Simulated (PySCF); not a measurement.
C7H6 (charge +1 and doublet state).
Atom-mapped SMILES: `[CH+:1]=[C:2][C:3]1=[CH:4][CH2:5][CH:6]=[CH:7]1` (hydrogens: H8 on C1; H9 on C4; H10, H11 on C5; H12 on C6; H13 on C7)

Geometry (GFN2-xTB, Å), atoms numbered from 1 in this order:
```
atom  x, y, z in Å
C1     3.2010   -0.1373   -0.1449
C2     1.9916   -0.0717   -0.0943
C3     0.6052    0.0220   -0.0358
C4    -0.2756   -1.0598    0.1313
C5    -1.6552   -0.5623    0.1441
C6    -1.4845    0.9103   -0.0310
C7    -0.1615    1.2230   -0.1315
H8     4.2535   -0.1968   -0.1873
H9     0.0135   -2.0923    0.2344
H10   -2.1802   -0.8217    1.0721
H11   -2.2672   -1.0174   -0.6448
H12   -2.3075    1.6023   -0.0688
H13    0.2625    2.2022   -0.2613
```

Theory: UKS B3LYP, pcH-1 on C H, non-relativistic, mean-field spin-orbit, GIAO in PySCF. Geometry: GFN2-xTB; no solvent, vibrations or thermal averaging. Couplings are sensitive to structure, and on GFN2-xTB geometries they can be far from those on DFT ones, by a factor of two or more for some ions and for spin on atoms past the first row. The SCF solution wasn't tested for stability.

(1) Give the principal g shifts and their parts.

(2) What are the electron Larmor frequencies g μB B/h along the three axes at 340 mT?

(3) At 9.338 GHz, how far is the centre of the isotropic spectrum from where a free electron (g = 2.002319) resonates?

(4) In a frozen sample, at which fields do the three g values resonate at 9.5, 34, 94 and 263 GHz (hyperfine left aside), and which band first spreads them over more than twice a line width of 1.0 mT?

Answers

(1) 
| Δg (ppm) | 1 | 2 | 3 |
| --- | --- | --- | --- |
| relativistic mass correction | -141 | -141 | -141 |
| gauge correction | 0 | 34 | 30 |
| orbital Zeeman/spin–orbit | 2 | 272 | 1425 |
| total | -138 | 165 | 1314 |

So g = 2.00218, 2.00248, 2.00363 and g_iso = 2.00277; the tensor is rhombic: the two nearest values differ by 21 % of g3 − g1. Axes: g2 points within 6° of the C4–H9 bond and g3 points within 8° of the C6–C7 bond.

(2) 9.5278, 9.5293, 9.5347 GHz for g1, g2 and g3, a range of 6.9 MHz.

(3) B = hν/(g μB) with μB/h = 13.99624 MHz/mT gives 333.20 mT for the free electron and 333.13 mT at g_iso, 0.07 mT lower.

(4) 
| band | GHz | B(g3) mT | B(g2) mT | B(g1) mT | spread mT |
| --- | --- | --- | --- | --- | --- |
| X | 9.5 | 338.76 | 338.96 | 339.01 | 0.25 |
| Q | 34.0 | 1212.41 | 1213.10 | 1213.29 | 0.88 |
| W | 94.0 | 3351.95 | 3353.88 | 3354.39 | 2.43 |
| J | 263.0 | 9378.34 | 9383.72 | 9385.14 | 6.80 |

The spread grows in proportion to the frequency. W band is the first where it exceeds 2.0 mT.

Largest spin populations (Mulliken): C4 (+0.56), C6 (+0.32) and C1 (+0.19). Three atoms exceed +0.15. The angles at C4 add up to 360.0°, so it is planar.

The HOMO–LUMO gaps are 4.79 eV among the α and 2.66 eV among the β orbitals.

The SMILES draws the unpaired electron on C2; the largest computed Mulliken spin population is on C4 (0.56 against -0.02).
